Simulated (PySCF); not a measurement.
## Bond curve of AgB

Set-up: Ag x2c-TZVPPall, B x2c-TZVPPall; spin-free X2C with a Gaussian nucleus (PySCF 2.14). Energies in eV from Ag (4d10 5s1) + B in their ground configurations at the same level. State: ¹Σ⁺ (singlet), closed shell.

Curves on a restricted Hartree–Fock reference rise too fast on stretching and do not dissociate correctly.

```json
{"R (Å)": "1.800", "CAM-B3LYP": "-1.161", "PBE0": "-1.329", "RHF-CCSD(T)": ""}
{"R (Å)": "1.884", "CAM-B3LYP": "-1.422", "PBE0": "-1.593", "RHF-CCSD(T)": "-1.714"}
{"R (Å)": "1.967", "CAM-B3LYP": "-1.566", "PBE0": "-1.737", "RHF-CCSD(T)": "-1.834"}
{"R (Å)": "2.030", "CAM-B3LYP": "-1.617", "PBE0": "-1.788", "RHF-CCSD(T)": "-1.869"}
{"R (Å)": "2.093", "CAM-B3LYP": "-1.632", "PBE0": "-1.801", "RHF-CCSD(T)": "-1.868"}
{"R (Å)": "2.156", "CAM-B3LYP": "-1.618", "PBE0": "-1.787", "RHF-CCSD(T)": "-1.842"}
{"R (Å)": "2.240", "CAM-B3LYP": "-1.566", "PBE0": "-1.734", "RHF-CCSD(T)": "-1.777"}
{"R (Å)": "2.344", "CAM-B3LYP": "-1.463", "PBE0": "-1.632", "RHF-CCSD(T)": "-1.665"}
{"R (Å)": "2.470", "CAM-B3LYP": "-1.305", "PBE0": "-1.476", "RHF-CCSD(T)": "-1.507"}
{"R (Å)": "2.637", "CAM-B3LYP": "-1.063", "PBE0": "-1.241", "RHF-CCSD(T)": ""}
```

**Question.** Put a parabola through the three lowest points of the CAM-B3LYP curve and estimate Re, k and ωe (reduced mass 9.981 u; 1 eV/Å² = 0.16022 mdyn/Å; ωe = 1302.8·√(k/μ) cm⁻¹).

**Answer.** Through R = 2.03, 2.093, 2.156 Å the second-order coefficient is 3.65 eV/Å², so Re ≈ 2.094 Å, k ≈ 1.17 mdyn/Å and ωe ≈ 446 cm⁻¹. A polynomial fit of higher order to the unrounded CAM-B3LYP energies gives Re = 2.091 Å, k = 1.16 mdyn/Å, ωe = 445 cm⁻¹; anharmonicity and rounding make the difference.

The higher-order fit for each curve: CAM-B3LYP: Re = 2.091 Å, ωe = 445 cm⁻¹, De = 1.63 eV; PBE0: Re = 2.089 Å, ωe = 446 cm⁻¹, De = 1.80 eV; RHF-CCSD(T): Re = 2.060 Å, ωe = 459 cm⁻¹, De = 1.87 eV.

Correlated steps freeze 15 core orbitals. These are scalar-relativistic numbers at best; spin–orbit coupling would shift them, the dissociation energy most. Where the molecule has an RHF reference, its open-shell atoms are computed with UHF. The CCSD T1 diagnostic is raised, a sign that a single reference may not be enough here.
